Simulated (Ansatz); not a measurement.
CH6InO, that is [In(OMe)H3]- with one electron fewer, relaxed as a doublet with UKS r2SCAN-D4/def2-TZVPD in Ansatz, starting from the r2SCAN-D4/def2-TZVPD geometry of the charge -1 singlet. Force threshold 0.02 eV/Å.

In the def2 sets In takes a core potential; there is no spin–orbit coupling.

Start:

```xyz
9

In   -0.856    0.617   -1.091
O    -0.158   -0.998    0.063
C     0.782   -0.695    1.028
H     1.712   -0.242    0.619
H     1.096   -1.607    1.573
H     0.415    0.016    1.801
H    -1.564    1.750    0.079
H    -2.019   -0.120   -2.194
H     0.592    1.280   -1.879
```

Estimate the energy that the relaxation releases and the steps that it takes.

28.7 kJ/mol, in 19 steps; 82 s on 4 threads of Arm Neoverse V1 on a shared host. No frequencies were taken in this run, so the end may be a saddle point.

Does the start keep its bonding?

By distances, no bond broke or formed. The bond that changes most is In1–H9, from 1.78 to 1.72 Å (atoms count from 1).

Predict the relaxed structure.


```
atom   x (Å)   y (Å)   z (Å)
 In1  -0.787   0.538  -1.391
  O2  -0.430  -0.669   0.342
  C3   0.733  -0.562   1.100
  H4   1.478   0.118   0.667
  H5   1.178  -1.569   1.149
  H6   0.502  -0.266   2.130
  H7  -1.281   1.421   0.137
  H8  -2.142  -0.099  -2.211
  H9   0.749   1.089  -1.924
```
Bond lengths: 1 × In–O 2.14 Å; 1 × C–O 1.39 Å; 3 × H–In 1.71 to 1.83 Å; 3 × C–H 1.10 Å.
